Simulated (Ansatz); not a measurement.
`C[NH][Ge]([Cl])([NH]C)[NH]C` + `C[O][SnH2][OH]` → `C[NH][Ge]([NH]C)([NH]C)[O]C` + `[OH][SnH2][Cl]`  (redistribution)

Calculated with Ansatz (gas phase, PBE0-D4/def2-TZVP geometries, no zero-point term in ΔE). CBS: MP2 limit from def2 TZ/QZ plus the TZ coupled-cluster correction, frozen cores. DFT in def2-TZVPP. def2 core potentials past Kr. For Ge, Sn outer-core shells are correlated without core-valence functions, which leaves a few kJ/mol of doubt a bond. Scalar relativity is left out up to krypton. Each species was taken in one conformer, which may not be the lowest.

`C[NH][Ge]([Cl])([NH]C)[NH]C`:

Cartesian coordinates in Å:
```
C 0.794 2.186 1.637
N -0.257 1.405 1.021
Ge 0.070 0.029 -0.100
Cl 1.301 0.817 -1.710
N -1.556 -0.517 -0.704
C -2.351 0.360 -1.547
N 1.069 -1.307 0.615
C 1.683 -2.353 -0.176
H 0.414 3.169 1.931
H 1.243 1.714 2.520
H 1.592 2.355 0.912
H -1.084 1.291 1.586
H -1.549 -1.469 -1.039
H -2.341 1.369 -1.131
H -1.991 0.426 -2.581
H -3.392 0.024 -1.566
H 0.747 -1.618 1.519
H 2.527 -2.792 0.364
H 2.080 -1.923 -1.097
H 1.000 -3.168 -0.454
```

`C[O][SnH2][OH]`:

Z-matrix (Å, degrees):
```
C
O 1 1.404
H 1 1.094 2 108.3
H 1 1.099 2 112.6 3 -118.8
H 1 1.099 2 112.6 3 118.8
Sn 2 1.962 1 121.3 3 -179.8
O 6 1.952 2 101.0 1 -179.9
H 6 1.706 2 110.0 1 -64.1
H 6 1.707 2 109.9 1 64.2
H 7 0.961 6 110.9 2 -0.5
```

`C[NH][Ge]([NH]C)([NH]C)[O]C`:

```xyz
24

C    -0.647   -2.701   -0.389
N    -0.723   -1.543    0.478
Ge    0.082    0.024    0.001
N    -0.254    1.115    1.408
C     0.138    2.509    1.412
N    -0.382    0.913   -1.514
C    -1.775    1.117   -1.851
O     1.776   -0.377   -0.371
C     2.579   -0.930    0.642
H     0.360   -2.773   -0.809
H    -1.351   -2.680   -1.232
H    -0.828   -3.620    0.176
H    -1.631   -1.427    0.904
H    -0.200    0.674    2.312
H     1.160    2.680    1.775
H    -0.543    3.103    2.030
H     0.082    2.899    0.394
H     0.199    0.685   -2.307
H    -1.878    1.920   -2.587
H    -2.323    1.433   -0.959
H    -2.282    0.228   -2.250
H     2.146   -1.847    1.062
H     2.743   -0.225    1.467
H     3.552   -1.177    0.210
```

`[OH][SnH2][Cl]`:

Cartesian coordinates in Å:
```
O -1.416 -0.317 0.531
Sn 0.248 0.368 -0.227
Cl 1.987 -0.734 0.864
H -1.484 -1.274 0.508
H 0.382 -0.051 -1.870
H 0.283 2.008 0.193
```

```json
{"level": "B2PLYP", "ΔE (eV)": "-0.39"}
{"level": "CCSD(T)/def2-TZVPP", "ΔE (eV)": "-0.42"}
```

Problem. What does CCSD(T)/CBS give? (An estimate is asked.)

Solution. The calculation gave: -0.39 eV. The listed levels differ from it by 0.00, -0.03 eV.

Largest T1 diagnostic among the species: 0.014.

In def2-TZVPP, CCSD(T) changes the Hartree–Fock value by +0.04 eV (the triples alone add +0.01 eV) and MP2 by +0.06 eV. From PBE to PBE0 (25 % exact exchange), in def2-TZVPP and without D4, ΔE moves by −0.04 eV.
